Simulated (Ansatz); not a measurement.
Input file for `NC(=O)[SiH2]CCl`:

```yaml
crystal:
  periodic: [false, false, false]
  atoms:
    - {symbol: N, position_ang: [2.147212, 0.479997, -0.784800]}
    - {symbol: C, position_ang: [0.809907, 0.338600, -0.926257]}
    - {symbol: O, position_ang: [0.278657, 0.141742, -2.005602]}
    - {symbol: Si, position_ang: [-0.333338, 0.450952, 0.614605]}
    - {symbol: C, position_ang: [-1.571457, -0.946990, 0.433885]}
    - {symbol: Cl, position_ang: [-2.764674, -0.859885, 1.758772]}
    - {symbol: H, position_ang: [2.569059, 0.625031, 0.114370]}
    - {symbol: H, position_ang: [2.736545, 0.432073, -1.602236]}
    - {symbol: H, position_ang: [0.428892, 0.316118, 1.885998]}
    - {symbol: H, position_ang: [-1.025433, 1.760708, 0.578602]}
    - {symbol: H, position_ang: [-2.104179, -0.867626, -0.513352]}
    - {symbol: H, position_ang: [-1.094191, -1.925921, 0.480017]}
basis:
  gaussian: {orbitals: def2-TZVPP}
correlation: {method: ccsd_t}
```

```sh
$ ansatz run in.yaml --threads 2 --pin off --events-out ev --progress --plain --max-ram 22528MiB --backend cuda --devices 0, --max-vram 18GiB
```

Log, shortened:

```
Functional definition: HF
1734 factors; integrals over basis functions are off by at most 1.1e-3 eV
mean field evaluation 1: about -26039.0846 eV, gradient 4.4e1 eV
mean field evaluation 2: about -26039.4242 eV, gradient 4.4e1 eV
mean field evaluation 4: about -26043.8246 eV, gradient 5.9e0 eV
mean field evaluation 8: about -26043.9419 eV, gradient 5.4e-1 eV
mean field evaluation 16: about -26043.9440 eV, gradient 1.6e-6 eV
mean field -26043.94397027 eV, -957.0972876880 hartree, gradient 1.6e-6 eV, S^2 0.000000; 0 other end points of the search recorded, 0 dependent functions left out
14 core orbitals not correlated: weight in the atoms' cores, before any rotation towards them, 1.000 or more for the frozen orbitals, at most 0.000 for the correlated occupied ones
reference -26043.94397027 eV, -957.0972876880 hartree; 18, 18 occupied and 260, 260 virtual orbitals, 1734 factors
second order -29.34244403 eV of doubles, -0.00000000 eV of singles
cycle   1  -29.72882830 eV  change   -3.9e-1 eV  update   1.3e-1
cycle   2  -30.47285490 eV  change   -7.4e-1 eV  update   4.2e-2
cycle   3  -30.67819458 eV  change   -2.1e-1 eV  update   2.3e-2
cycle   4  -30.66585148 eV  change    1.2e-2 eV  update   6.4e-3
cycle   5  -30.65976815 eV  change    6.1e-3 eV  update   3.2e-3
cycle   6  -30.66114276 eV  change   -1.4e-3 eV  update   1.0e-3
cycle   7  -30.66081278 eV  change    3.3e-4 eV  update   4.0e-4
cycle   8  -30.66061786 eV  change    1.9e-4 eV  update   1.3e-4
cycle   9  -30.66066214 eV  change   -4.4e-5 eV  update   6.5e-5
cycle  10  -30.66067487 eV  change   -1.3e-5 eV  update   2.4e-5
perturbative correction -1.33404192 eV, -0.0490251363 hartree
Total energy: -26075.93868706 eV, -958.2730718433 hartree
```

It took 5.5 s on 2 threads of an AMD EPYC 7R13 on a shared host and a share of an NVIDIA H100 80 GB, with 0.86 GiB of host memory at the peak.

MP2 recovers 91.7 % of the CCSD(T) correlation energy and the triples give 4.2 %; T1 = 0.0144.
